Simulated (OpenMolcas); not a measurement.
# Cu2+, Ag2+, Au2+: d9 down the group

- Program: OpenMolcas 26.06
- Method: SS-CASPT2, IPEA 0.25 Eh, imaginary shift 0.1 Eh
- Basis: ANO-R3
- Scalar Hamiltonian: X2C, finite nucleus
- Spin-orbit coupling: state interaction with AMFI integrals over the reference wave functions, term energies averaged over their components

Active space for each ion: 9 electrons in 6 orbitals (d s); closed shells correlated by CASPT2: Cu2+ 3s 3p; Ag2+ 4s 4p; Au2+ 5s 5p.

Computed levels in cm-1 above 2D 5/2:

| Level | Cu2+ | Ag2+ | Au2+ |
| --- | --- | --- | --- |
| 2D 3/2 | 2200 | 4710 | 13260 |
| weight of 2D in the lowest level (%) | 100 | 100 | 100 |

Measured, with the error of the calculation in %. Measured levels: Cu2+ from Sugar and Musgrove, J. Phys. Chem. Ref. Data 19, 527 (1990); Ag2+ from Moore, Atomic Energy Levels, vol. III, NSRDS-NBS 35 (1971 reprint of NBS Circular 467, 1958); Au2+ from Iglesias, J. Res. Natl. Bur. Stand. 64A, 481 (1960).

```json
{"Level": "2D 3/2", "Cu2+": "2072 (+6.4)", "Ag2+": "4607 (+2.3)", "Au2+": "12694 (+4.4)"}
```

The fine-structure level 2D 3/2 changes by a factor of 6.03 from Cu2+ to Au2+.

CASPT2 does not keep the components of a term degenerate, so their means are used; among the terms shown or strongly mixed into the levels shown the widest spread is 11 cm-1 (4d9 2D, Ag2+). Computed and measured levels are paired by configuration, term and J; levels that our copy of the source lacks, or whose pairing is in doubt (as where it misses far off the trend of its configuration), stay unpaired and out of the deviations. Only configurations of the active space appear.
